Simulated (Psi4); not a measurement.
Psi4 was given this input:
```
memory 2 GB

molecule mol {
1 1
Si    1.546864    0.580875   -0.004907
N     0.165864   -0.703530   -0.132892
Si   -1.639875   -0.186358    0.079429
H     2.732681   -0.236007   -0.226828
H     1.190773    1.493107   -1.080710
H     1.356306    1.072833    1.350816
H     0.360715   -1.438155    0.546674
H     0.252817   -1.164212   -1.038245
H    -1.791948    0.774993   -1.001774
H    -1.626414    0.354719    1.429753
H    -2.333820   -1.455807   -0.092745
}

set {
  basis def2-svp
  reference rhf
  freeze_core true
}

energy('mp2')
print_variables()
```

Task: What MP2 correlation energy does MP2/def2-SVP run with Psi4 1.11 give?

Result: -0.3764 Eh

Task: What number of basis functions does MP2/def2-SVP give?

Result: 90

Task: Estimate the total energy that MP2/def2-SVP returns for this input.

Result: -636.926208 Ha

Task: Predict the nuclear repulsion energy from MP2/def2-SVP.

Result: 161.9350 Eh
